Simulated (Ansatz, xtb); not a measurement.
Two isomers of CH9B3N4

Structure a is `CB1NBNB(N)N1`, a singlet and structure b is `CN1BNBNB1N`, a singlet. Both are isolated molecules in the gas phase, relaxed with PBE-D3(BJ)/def2-SVP; the shapes shown needn't be the lowest conformers.

a (Å):

```yaml
atoms:
  - { symbol: C, position_ang: [-0.9434, -1.4136, -1.2303] }
  - { symbol: B, position_ang: [-1.1190, -0.5691, 0.1037] }
  - { symbol: B, position_ang: [-1.9834, -0.3884, 2.4772] }
  - { symbol: B, position_ang: [-0.7403, 1.5613, 1.4510] }
  - { symbol: N, position_ang: [-1.8083, -1.1136, 1.2521] }
  - { symbol: N, position_ang: [-1.4465, 0.9336, 2.5538] }
  - { symbol: N, position_ang: [-0.2117, 2.8820, 1.5459] }
  - { symbol: N, position_ang: [-0.6055, 0.7629, 0.2462] }
  - { symbol: H, position_ang: [-1.9254, -1.7627, -1.6159] }
  - { symbol: H, position_ang: [-0.3436, -2.3301, -1.0404] }
  - { symbol: H, position_ang: [-0.4441, -0.8565, -2.0486] }
  - { symbol: H, position_ang: [-2.1890, -2.0578, 1.1902] }
  - { symbol: H, position_ang: [-2.5718, -0.8828, 3.4243] }
  - { symbol: H, position_ang: [-1.5714, 1.4494, 3.4248] }
  - { symbol: H, position_ang: [-0.2945, 3.4592, 2.3797] }
  - { symbol: H, position_ang: [0.2862, 3.3419, 0.7870] }
  - { symbol: H, position_ang: [-0.1163, 1.1638, -0.5551] }
```

b (Å):

```yaml
atoms:
  - { symbol: C, position_ang: [1.2913, 0.8867, -1.1099] }
  - { symbol: B, position_ang: [0.7096, 1.3630, 1.2798] }
  - { symbol: B, position_ang: [-1.6942, 1.4481, 2.0227] }
  - { symbol: B, position_ang: [-1.1193, 0.9646, -0.3981] }
  - { symbol: N, position_ang: [0.2987, 1.0746, -0.0614] }
  - { symbol: N, position_ang: [-0.2885, 1.5443, 2.2965] }
  - { symbol: N, position_ang: [-2.0744, 1.1597, 0.6778] }
  - { symbol: N, position_ang: [-1.5392, 0.6779, -1.7286] }
  - { symbol: H, position_ang: [1.1727, 1.6300, -1.9302] }
  - { symbol: H, position_ang: [2.3128, 1.0013, -0.6999] }
  - { symbol: H, position_ang: [1.2240, -0.1262, -1.5671] }
  - { symbol: H, position_ang: [1.8964, 1.4524, 1.5487] }
  - { symbol: H, position_ang: [0.0177, 1.7492, 3.2469] }
  - { symbol: H, position_ang: [-2.5274, 1.6052, 2.8978] }
  - { symbol: H, position_ang: [-3.0707, 1.0884, 0.4696] }
  - { symbol: H, position_ang: [-2.5168, 0.5937, -1.9981] }
  - { symbol: H, position_ang: [-0.8939, 0.5356, -2.5016] }
```

Problem. Estimate which is lower in electronic energy at CCSD(T)/def2-SVP + ΔMP2/def2-TZVPP, and by roughly how much.

Solution. The CCSD(T)/def2-SVP + ΔMP2/def2-TZVPP calculation puts structure a lower, by 17.1 kcal/mol.

The same difference at several levels:

```json
{"level": "GFN2-xTB", "geometry": "GFN2-xTB", "E(b) − E(a) (kcal/mol)": "−1.5", "departure from the last row (kcal/mol)": "−18.7", "job, with rough time for the two": "optimisation, 0.87 s"}
{"level": "HF/STO-3G", "geometry": "GFN2-xTB", "E(b) − E(a) (kcal/mol)": "+13.0", "departure from the last row (kcal/mol)": "−4.1", "job, with rough time for the two": "single point, 1.1 s"}
{"level": "r2SCAN-D4/def2-SVP", "geometry": "GFN2-xTB", "E(b) − E(a) (kcal/mol)": "+17.7", "departure from the last row (kcal/mol)": "+0.6", "job, with rough time for the two": "single point, 14 s"}
{"level": "PBE-D3(BJ)/def2-SVP", "geometry": "PBE-D3(BJ)/def2-SVP", "E(b) − E(a) (kcal/mol)": "+16.5", "departure from the last row (kcal/mol)": "−0.7", "job, with rough time for the two": "optimisation, 47 s"}
{"level": "HF/def2-SVP", "geometry": "PBE-D3(BJ)/def2-SVP", "E(b) − E(a) (kcal/mol)": "+17.9", "departure from the last row (kcal/mol)": "+0.8", "job, with rough time for the two": "part of the CCSD(T) run"}
{"level": "MP2/def2-SVP", "geometry": "PBE-D3(BJ)/def2-SVP", "E(b) − E(a) (kcal/mol)": "+16.6", "departure from the last row (kcal/mol)": "−0.5", "job, with rough time for the two": "part of the CCSD(T) run"}
{"level": "CCSD(T)/def2-SVP", "geometry": "PBE-D3(BJ)/def2-SVP", "E(b) − E(a) (kcal/mol)": "+15.7", "departure from the last row (kcal/mol)": "−1.4", "job, with rough time for the two": "single point"}
{"level": "CCSD(T)/def2-SVP + ΔMP2/def2-TZVPP", "geometry": "PBE-D3(BJ)/def2-SVP", "E(b) − E(a) (kcal/mol)": "+17.1", "departure from the last row (kcal/mol)": "", "job, with rough time for the two": "single point, 6.4 min"}
```

As drawn, b has 1 C–N, 1 B–H in place of 1 C–B, 1 N–H.

GFN2-xTB puts the two in the other order. The largest departure from CCSD(T)/def2-SVP + ΔMP2/def2-TZVPP is that of GFN2-xTB, 18.7 kcal/mol. The last row adds to CCSD(T) the change of the MP2 difference between the two basis sets, here +1.4 kcal/mol.

With thermal terms from frequencies at re-optimised GFN2-xTB minima (ideal gas, soft modes damped towards free rotors, one conformer each, 298.15 K, 1 atm): on the last row, ΔE + ΔZPE = +16.7, ΔH = +16.4, ΔG = +17.4 kcal/mol.

The correlated steps freeze 8 core orbitals. Programs: Ansatz 0.2.0, xtb 6.7.1; the last row on 2 threads of Arm Neoverse N1 on a shared host.
